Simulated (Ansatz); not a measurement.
**A basis-limit estimate, worked out**

An elementary step of Si2N2H10, singlet (SiN₂H₆ ([NH2][SiH2][NH2]) + SiH₄ → Si₂NH₇ ([NH2][SiH2][SiH3]) + NH₃; bonds formed: Si1–Si7, N2–H6; bonds broken: Si1–N2, H6–Si7). “Start” is the structure reached by relaxing down from the saddle towards the reactants; PBE0-D4/def2-TZVP structures. The saddle:

```
atom    x (Å)    y (Å)    z (Å)
 Si1  -0.3769  -0.5903   1.0120
  N2   1.3085   0.2197   1.1064
  H3  -0.1797  -1.9123   0.3883
  H4  -0.5674  -0.8430   2.4758
  N5  -1.6074   0.5152   0.6663
  H6   1.3867   0.3132   0.0280
 Si7   0.3434   0.0173  -1.9540
  H8   2.0467  -0.3388   1.5300
  H9   1.2758   1.1372   1.5437
 H10  -2.3661   0.6471   1.3159
 H11  -1.8123   0.7916  -0.2805
 H12  -1.0967   0.3062  -2.3257
 H13   0.5871  -1.2814  -2.6784
 H14   1.0581   1.0181  -2.8280
```

Computed with Ansatz 0.2.0 (basis: def2-TZVPP and def2-QZVPP); correlated methods freeze the cores.

Energies in eV:

| quantity | saddle | start |
| --- | --- | --- |
| Hartree–Fock, triple zeta (X = 3) | -18846.76424 | -18849.52129 |
| Hartree–Fock, quadruple zeta (X = 4) | -18847.41796 | -18850.19818 |
| MP2 correlation, X = 3 | -19.89836 | -19.29705 |
| MP2 correlation, X = 4 | -21.29415 | -20.68772 |
| CCSD(T) correlation, X = 3 | -22.30551 | -21.65571 |

(1) Work out the barrier at the basis limit: extrapolate Hartree–Fock as E(X) = E∞ + A exp(−7.88 √X) and the MP2 correlation as E(X) = E∞ + B X^−2.97 (the exponents that Neese and Valeev fitted for def2-TZVPP and QZVPP), then add CCSD(T) − MP2 in triple zeta.

No T1 diagnostic of these runs exceeds 0.012.

## Answers

(1) Each step is linear, so take the differences first (saddle − start): Hartree–Fock 2.75705 (X = 3) and 2.78022 (X = 4); MP2 correlation -0.60131 and -0.60643; CCSD(T) correlation -0.64980.
Two points give E∞ = E(4) + w [E(4) − E(3)], with w = 1/(exp(7.88 (2 − √3)) − 1) = 0.1377 for Hartree–Fock and w = 1/((4/3)^2.97 − 1) = 0.7407 for the correlation.
Hartree–Fock: 2.78022 + 0.1377 × 0.02317 = 2.7834 eV.
MP2 correlation: -0.60643 + 0.7407 × (-0.00512) = -0.6102 eV.
CCSD(T) − MP2: -0.64980 − (-0.60131) = -0.0485 eV.
Sum: 2.7834 + (-0.6102) + (-0.0485) = 2.1247 eV, or 49.00 kcal/mol. Plain CCSD(T) in triple zeta gives 2.1073 eV, so the larger basis shifts the result by 0.0174 eV.

Labels in which every atom is bracketed show which atoms are joined, not bond orders.

For scale, one of the runs: CCSD(T)/def2-TZVPP, 286 basis functions, launched by `ansatz run in.yaml --threads 8 --pin off --events-out ev --progress --plain --max-ram 19148MiB`. The run took 120 s on 8 CPU threads of an Arm Neoverse V1 (shared host), with 8.2 GiB of host memory at its peak.
